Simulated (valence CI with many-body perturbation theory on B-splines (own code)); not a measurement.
Results of a calculation; reference values are marked as such.
Sensitivity of CI+MBPT for Sn³⁵⁺

Level of theory: relativistic CI+MBPT: five valence electrons over a frozen Dirac-Fock core [Ne], radial functions for each j: 6 s, 6 p, 5 d, 3 f, 1 g, with the one-electron correlation potential Σ1, the two-electron term Σ2, the three-electron term Σ3, Breit, model QED; selected CI, second order for the rest, scaled by the run's own slope (own B-spline code, finite nucleus).

No measured spectrum was set against this ion. As an estimate, large intervals hold to a few tenths of a per cent, small ones and those within an open d or f shell to about a per cent. Among the levels kept, up to 1200 cm⁻¹ of a level comes from second order outside the variational space, and about a tenth of that is noise between levels of different J, which matters for small intervals.

The reference run has the lowest level (3s^2 3p1/2^2 3p3/2) J=3/2 and an ionisation energy of 2308.44 eV. Its largest variational space holds 10001 state functions.

Levels are named by their leading jj configuration (3d3/2^4 stands for four electrons in 3d with j = 3/2), which in mixed levels can hold well under half, so a name can repeat and another be missing. Letters in brackets count levels of one name in rising energy.

Changed runs:
A. Breit term on → off; QED terms on → off
B. core polarisation of operators on → off
C. scale of Σ1 1 → 0; scale of Σ2 1 → 0; three-electron term on → off
D. scale of Σ2 1 → -1 (bad on purpose)

Excitation energies of the reference run in cm⁻¹, and shifts in cm⁻¹:

| Level | Reference | A | B | C | D |
| --- | --- | --- | --- | --- | --- |
| (3s^2 3p1/2 3p3/2^2) J=3/2 | 386508 | +5511 | 0 | -1264 | -1186 |
| (3s^2 3p1/2 3p3/2^2) J=5/2 | 445848 | +6853 | 0 | -853 | -678 |
| (3s^2 3p1/2 3p3/2^2) J=1/2 | 518945 | +5379 | 0 | -297 | -40 |
| (3s^2 3p3/2^3) J=3/2 | 912163 | +11513 | 0 | -1638 | -1395 |
| (3s^2 3p1/2^2 3d3/2) J=3/2 | 1097350 | +4283 | 0 | +3330 | +2922 |
| (3s 3p1/2^2 3p3/2^2) J=5/2 | 1116930 | +8259 | 0 | -120 | -743 |
| (3s^2 3p1/2^2 3d5/2) J=5/2 | 1287350 | +8204 | 0 | +4380 | +5081 |
| (3s 3p1/2^2 3p3/2^2) J=1/2 | 1293010 | +7576 | 0 | +1014 | +1118 |
| (3s 3p1/2^2 3p3/2^2) J=3/2 | 1308430 | +7967 | 0 | +1926 | +2487 |
| (3s^2 3p1/2 3p3/2 3d3/2) J=5/2 [a] | 1488470 | +10850 | 0 | +2492 | +2370 |
| (3s^2 3p1/2 3p3/2 3d3/2) J=3/2 [a] | 1488980 | +10275 | 0 | +2233 | +2110 |
| (3s^2 3p1/2 3p3/2 3d3/2) J=1/2 [a] | 1496650 | +9297 | 0 | +2410 | +2298 |
| Ionisation energy (eV) | 2308.44 | +1.33 | 0 | -0.51 | -0.018 |

No effect on these energies: B.
